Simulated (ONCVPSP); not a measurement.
**Be (Z = 4): one change to an ONCV potential, before and after**

Be, optimised norm-conserving Vanderbilt (ONCV), made with ONCVPSP 4.0.1 (LDA (Perdew-Wang 92), scalar-relativistic). Core [He], reference 2s2. Waves: 2s: rc 2.00 bohr, ncon 4, nbas 8, qcut 3.9 1/bohr, 2 projectors, debl 3 Ha; p scattering state at 0.14 Ha: rc 1.75 bohr, ncon 3, nbas 7, qcut 4.8 1/bohr, 1 projector; d scattering state at 0.2 Ha: rc 1.70 bohr, ncon 3, nbas 7, qcut 6.3 1/bohr, 2 projectors, debl 2.8 Ha. Local part: polynomial inside 1.65 bohr (lpopt 2, dvloc0 0 Ha). Core correction: none.

In the p channel the program set the typed energies aside and used 0.050 Ha.

All-electron outer shells of the reference configuration (LDA (PZ), scalar-relativistic, ld1.x):

```tsv
shell	level (eV)	outermost node (bohr)	outermost maximum (bohr)
1s	-104.93	–	0.27
2s	-5.61	0.60	2.04
```

Change: reference 2s0.5.

Cutoffs: the cutoffs (Ha) at which the residual kinetic energy of the hardest occupied pseudo-wave falls to 1 and 0.1 mHa per electron; they do not see the model core or the augmentation charge, which bear on the density cutoff. Errors are all-electron minus pseudo energies relative to the spin-unpolarised reference configuration.

Question: What does the change do?

Answer: The potential gets harder (5.3 Ha and 7.6 Ha → 5.8 Ha and 9.6 Ha); the number of tests with a reliable result goes from 3 to 4; neither file shows a bound ghost.

```csv
quantity,base,changed
"cutoff, loose",5.3 Ha,5.8 Ha
"cutoff, tight",7.6 Ha,9.6 Ha
bound ghosts,none,none
GHOST(+) flags under 300 eV,none,none
tests with a reliable result,3 of 4,4 of 4
s: phases at 2.03 bohr within 0.05 rad from the reference energy up to (Ha; the scan ends near 5),to the end of the scan,to the end of the scan
p: phases at 1.78 bohr within 0.05 rad from the reference energy up to (Ha; the scan ends near 5),2.0,1.6
d: phases at 1.73 bohr within 0.05 rad from the reference energy up to (Ha; the scan ends near 5),to the end of the scan,to the end of the scan
```

Base: The cutoffs count occupied waves only; projector 2 of the s channel, the hardest unoccupied one, needs 15 Ha at the loose tolerance. Changed file: The cutoffs count occupied waves only; projector 2 of the s channel, the hardest unoccupied one, needs 15 Ha at the loose tolerance.
